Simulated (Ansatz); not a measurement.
One change: `[F][GeH2][Br]` becomes `FCBr`.

Ansatz, PBE0-D4/def2-TZVP geometries, multiplicity 1. 

Scalar relativity is left out up to krypton.

```csv
property,`[F][GeH2][Br]`
HOMO–LUMO gap (PBE/def2-TZVPP) / eV,5.75
size of the dipole moment (B3LYP/def2-TZVPP) / D,2.15
HOMO–LUMO gap (B3LYP/def2-TZVPP) / eV,7.42
LUMO energy (B3LYP/def2-TZVPP) / eV,-0.99
size of the dipole moment (ωB97M-V/def2-TZVPP) / D,2.18
HOMO–LUMO gap (PBE0/def2-TZVPP) / eV,8.00
```

Problem. What does the change do to each property? (An estimate is asked.)

Solution. The calculation gave: 
```csv
property,`FCBr`,shift
HOMO–LUMO gap (PBE/def2-TZVPP) / eV,5.75,0.00
size of the dipole moment (B3LYP/def2-TZVPP) / D,1.75,-0.40
HOMO–LUMO gap (B3LYP/def2-TZVPP) / eV,7.56,0.14
LUMO energy (B3LYP/def2-TZVPP) / eV,-0.47,0.52
size of the dipole moment (ωB97M-V/def2-TZVPP) / D,1.76,-0.42
HOMO–LUMO gap (PBE0/def2-TZVPP) / eV,8.13,0.13
```

With PBE0 the HOMO rises by 0.39 eV and the LUMO rises by 0.51 eV, so the gap widens by about 0.12 eV. PBE moves the HOMO by 0.42 eV and ωB97M-V by 0.32 eV. Dipoles are sizes alone; their direction can turn.

B3LYP here is the variant with VWN-RPA as its local correlation; programs differ in this.

Spin–orbit coupling is left out; it splits and shifts lone-pair levels of the heavy atoms by tenths of an eV.
